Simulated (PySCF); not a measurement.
AlF₃, triplet, at a GFN2-xTB geometry (such geometries of metal compounds can be far from the true shape) (a higher spin typed on purpose: for a closed-shell molecule this is an excited state); HF/def2-SV(P) (PySCF).

Input for PySCF:
```python
from pyscf import gto, scf

mol = gto.M(
    atom='''
Al   -0.366336    0.172595   -0.154901
F    -1.163782   -1.344110    0.290905
F     0.581934    1.618241   -0.536932
F     1.110999   -0.523434    0.469773
''',
    basis='def2-sv(p)',
    charge=0,
    spin=2,
    verbose=4,
)

mf = scf.UHF(mol)
mf.conv_tol = 1e-12
mf.kernel()
```

Q: Write the output that PySCF gives for this input, abridged.

A: 
```
PySCF version 2.14.0

[INPUT] verbose = 4
[INPUT] num. atoms = 4
[INPUT] num. electrons = 40
[INPUT] charge = 0
[INPUT] spin (= nelec alpha-beta = 2S) = 2
[INPUT] symmetry False subgroup None
[INPUT] Mole.unit = angstrom
[INPUT] Symbol           X                Y                Z      unit          X                Y                Z       unit  Magmom
[INPUT]  1 Al    -0.366336000000   0.172595000000  -0.154901000000 AA   -0.692274709569   0.326157280469  -0.292720466421 Bohr   0.0
[INPUT]  2 F     -1.163782000000  -1.344110000000   0.290905000000 AA   -2.199229248699  -2.539999781289   0.549730778267 Bohr   0.0
[INPUT]  3 F      0.581934000000   1.618241000000  -0.536932000000 AA    1.099695882573   3.058032293542  -1.014654427515 Bohr   0.0
[INPUT]  4 F      1.110999000000  -0.523434000000   0.469773000000 AA    2.099483834666  -0.989146904286   0.887742310715 Bohr   0.0

nuclear repulsion = 152.817157188886
number of shells = 26
number of NR pGTOs = 108
number of NR cGTOs = 60
basis = def2-sv(p)
ecp = {}

******** <class 'pyscf.scf.uhf.UHF'> ********
method = UHF
initial guess = minao
damping factor = 0
level_shift factor = 0
DIIS = <class 'pyscf.scf.diis.CDIIS'>
diis_start_cycle = 1
diis_space = 8
diis_damp = 0
SCF conv_tol = 1e-12
SCF conv_tol_grad = None
SCF max_cycles = 50
direct_scf = True
direct_scf_tol = 1e-13
number electrons alpha = 21  beta = 19
Set gradient conv threshold to 1e-06
init E= -539.534212141852

cycle= 1 E= -539.753651245389  delta_E= -0.219  |g|= 0.392  |ddm|= 1.49
cycle= 2 E= -539.823693789604  delta_E= -0.07  |g|= 0.209  |ddm|= 0.463
cycle= 3 E= -539.847925712385  delta_E= -0.0242  |g|= 0.101  |ddm|= 0.18
cycle= 4 E= -539.859745903524  delta_E= -0.0118  |g|= 0.0628  |ddm|= 0.11
cycle= 5 E= -539.872255993661  delta_E= -0.0125  |g|= 0.054  |ddm|= 0.143
cycle= 6 E= -539.880374676144  delta_E= -0.00812  |g|= 0.0188  |ddm|= 0.153
cycle= 7 E= -539.881134060804  delta_E= -0.000759  |g|= 0.0171  |ddm|= 0.0429
cycle= 8 E= -539.88145209731  delta_E= -0.000318  |g|= 0.004  |ddm|= 0.0417
cycle= 9 E= -539.881459990279  delta_E= -7.89e-06  |g|= 0.00346  |ddm|= 0.0122
cycle= 10 E= -539.881469265036  delta_E= -9.27e-06  |g|= 0.00142  |ddm|= 0.00846
cycle= 11 E= -539.881470878655  delta_E= -1.61e-06  |g|= 0.000206  |ddm|= 0.00213
cycle= 12 E= -539.881470916698  delta_E= -3.8e-08  |g|= 0.000115  |ddm|= 0.000561
cycle= 13 E= -539.881470927369  delta_E= -1.07e-08  |g|= 1.35e-05  |ddm|= 0.000205
cycle= 14 E= -539.881470927654  delta_E= -2.85e-10  |g|= 2.41e-06  |ddm|= 3.42e-05
cycle= 15 E= -539.881470927663  delta_E= -8.64e-12  |g|= 9.07e-07  |ddm|= 4.08e-06
cycle= 16 E= -539.881470927664  delta_E= -9.09e-13  |g|= 4.38e-07  |ddm|= 1.35e-06
Extra cycle  E= -539.881470927662  delta_E= 2.05e-12  |g|= 2.68e-07  |ddm|= 5.22e-07
converged SCF energy = -539.881470927662  <S^2> = 2.0074479  2S+1 = 3.0049612
```
